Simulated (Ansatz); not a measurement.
Vertical ionisation energy (eV) of eight silicon and germanium compounds: PBE beside CAM-B3LYP, computed with Ansatz (a first-principles code) for isolated molecules in the bases named; differences from unrounded values. The eight are the first of their class met in an unordered collection, after screening for sound electronic states; none was chosen by its value. Functionals give these values as differences of separate SCF runs (ΔSCF), EOM-CCSD as a root; each molecule has one DFT geometry for both levels.

```csv
molecule,basis,CAM-B3LYP,PBE,difference
"C3H5ClGe, SMILES ClC=C=[CH][GeH3]",def2-SVPD,9.23,8.92,-0.31
"C2H10OSi2, SMILES C(O)C[SiH2][SiH3]",def2-SVPD,10.15,9.34,-0.82
"CH6ClFSi3, SMILES F[Si@]1(Cl)C[SiH2][SiH2]1",def2-SVPD,9.57,9.19,-0.38
"Si(H)(Me)2(PH2) (C₂H₉PSi), SMILES C[SiH](C)P",def2-SVPD,9.31,9.09,-0.22
"CH9ClN2Si2, SMILES C[Si@@](N)(Cl)[SiH2]N",def2-SVPD,8.98,8.36,-0.62
"1,2-dihydrosiline (C5H8Si), SMILES C1=CC[SiH2]C=C1",def2-SVPD,8.46,8.30,-0.16
"C₂H₆GeSi, SMILES C1=[CH][GeH2][SiH2]1",def2-SVPD,9.67,9.44,-0.23
"CH₁₀ClNSi₃, SMILES [SiH3][SiH2][Si@](C)(Cl)N",def2-SVPD,9.53,8.95,-0.57
```

PBE lies below CAM-B3LYP in 8 and above it in 0 of the eight; the mean signed difference is -0.41 and the largest -0.82 eV.
